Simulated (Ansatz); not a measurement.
Task: Name a neutral molecule of B, F, Ga, O and H with LUMO energy (PBE/def2-TZVPP) between -3.95 and -3.65 eV and size of the dipole moment (PBE/def2-TZVPP) between 1.20 and 1.50 D (Ansatz, PBE0-D4/def2-TZVP geometry).

Result: `[OH][GaH][BH]BF` (-3.71 eV, 1.40 D). Other molecules can fit too; these were computed, each in one conformer that needn't be the lowest.
